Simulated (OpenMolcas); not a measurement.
Xe VII: effect of the IPEA shift

```json
{
 "Program": "OpenMolcas 26.06",
 "Basis": "ANO-RCC-VTZP [7s6p4d2f1g]",
 "Scalar Hamiltonian": "DKH2, point nucleus",
 "Active space": "2 electrons in 9 orbitals (RAS2 5s 5p; RAS3 5d, at most 2 electrons)",
 "State averaging": "2S+1 = 3 even, 3 roots; 2S+1 = 1 even, 7 roots; 2S+1 = 3 odd, 3 roots; 2S+1 = 1 odd, 3 roots",
 "Spin-orbit coupling": "RASSI with atomic mean-field integrals over the reference wave functions, term energies averaged over their components"
}
```

Methods on the same reference wave functions:
A. RASSCF
B. MS-RASPT2, IPEA 0 Eh, imaginary shift 0.1 Eh (closed shells correlated: 4d)
C. MS-RASPT2, IPEA 0.25 Eh, imaginary shift 0.1 Eh (closed shells correlated: 4d)

Energies in eV above 5s2 1S0, the measured ground level; measured values from Saloman, J. Phys. Chem. Ref. Data 33, 765 (2004).

| Level | A | B | C | Measured |
| --- | --- | --- | --- | --- |
| 5s2 1S0 | 0.0000 | 0.0000 | 0.0000 | 0.0000 |
| 5s 5p 3P* 0 | 11.3194 | 12.126 | 12.120 | 11.9200 |
| 5s 5p 3P* 1 | 11.8453 | 12.618 | 12.613 | 12.4543 |
| 5s 5p 3P* 2 | 13.2636 | 14.071 | 14.064 | 14.0940 |
| 5s 5p 1P* 1 | 18.1991 | 17.648 | 17.672 | 17.7619 |
| 5p2 3P0 | 27.7097 | 28.024 | 28.049 | 27.7319 |
| 5p2 1D2 [59 %] | 28.6913 | 29.486 | 29.495 | 29.2727 |
| 5p2 3P1 | 28.8241 | 29.196 | 29.221 | 29.0972 |
| 5p2 3P2 [59 %] | 30.5445 | 31.118 | 31.132 | 31.2258 |

Deviations, from unrounded energies. A percentage is the sum of absolute deviations over the sum of measured energies, with the sign that they share, or ± where signs differ.

| Against measurement | Levels | A | B | C |
| --- | --- | --- | --- | --- |
| mean absolute deviation (cm-1) | 8 | 4100 | 1200 | 1200 |
| other configurations (%) | 8 | ±2.3 | ±0.7 | ±0.7 |

B, C lie about equally close to measurement and A furthest from it. The largest miss of B in the table is 5p2 3P0, by +2400 cm-1. The ranking rests on the paired levels alone, and a cruder setting can come out closer through cancelling errors.

Between B and C the level of the table that moves most is 5p2 3P0, by 200 cm-1 (lowest in B, highest in C).

The lowest spin-free term lies below A's lowest term by 0.424 hartree in B, 0.423 hartree in C.

Active for correlation alone: 5d; no level in the range computed is led by a configuration that fills it, so any true level of that kind is missing. Some terms mix strongly with configurations of 5d, whose occupation reaches 0.19 (5p2 1D). Measured partners are found by configuration, term and J. A level has none where our copy of the source lacks it or the pairing is in doubt (some pairs that miss far off the trend of their configuration count as doubtful), and it then counts in no deviation. Only configurations of the active space appear. The table leaves out levels that lie high or whose names do not pair safely across all columns.

A share in square brackets marks a mixed level and gives the weight of the term that names it, the lowest over the columns. * marks odd parity.
